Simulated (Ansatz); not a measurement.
Geometry optimisation, RKS PBE0-D4/6-31G in Ansatz.

Input:

```yaml
crystal:
  periodic: [false, false, false]
  atoms:
    - { symbol: B, position_ang: [0.0, 0.0, 0.0] }
    - { symbol: C, position_ang: [0.0, 0.0, 1.6] }
    - { symbol: H, position_ang: [-0.9996, -0.3092, 1.9705] }
    - { symbol: H, position_ang: [0.7676, -0.7111, 1.9705] }
    - { symbol: H, position_ang: [0.232, 1.0203, 1.9705] }
    - { symbol: O, position_ang: [1.2211, 0.0, -0.705] }
    - { symbol: H, position_ang: [1.5209, -0.9519, -0.8599] }
    - { symbol: O, position_ang: [-1.2211, 0.0, -0.705] }
    - { symbol: H, position_ang: [-1.7308, -0.8467, -0.4965] }
basis:
  gaussian: { orbitals: "6-31G" }
hamiltonian:
  xc: pbe0
  dispersion: d4
relax:
  f_tol: 0.02
  max_steps: 40
output:
  orbitals: {}
```

Launched with:

```bash
$ ansatz run input.yaml --threads 1 --pin off --max-ram 2048MiB --backend cpu --events-out ev --progress --plain --runs-dir out
```

Q: Where does it end, and by what steps?

A: The forces met the threshold. Limits of this set-up: no polarisation functions. After 7 steps the energy has fallen by 1.214 eV; H7 moved furthest, 0.82 Å.

```tsv
step	energy less start (eV)	largest force component (eV/Å)	accepted
0	0.0000	1.925	yes
1	-0.2752	2.332	yes
2	-0.5110	2.277	yes
3	-0.8027	1.143	yes
4	-1.0619	0.908	yes
5	-1.1978	0.245	yes
6	-1.2140	0.045	yes
7	-1.2142	0.015	yes
```

```xyz
9
Properties=species:S:1:pos:R:3
B 0.094 -0.259 0.096
C -0.052 -0.010 1.635
H -1.086 -0.045 1.997
H 0.529 -0.753 2.194
H 0.367 0.969 1.896
O 1.350 -0.202 -0.471
H 1.391 -0.368 -1.427
O -0.955 -0.543 -0.771
H -1.848 -0.588 -0.404
```

Whether the end is a true minimum wasn't checked by a vibrational analysis.

Run time: 14 s on 1 thread of Arm Neoverse V2 (shared host), peak memory 0.12 GiB.
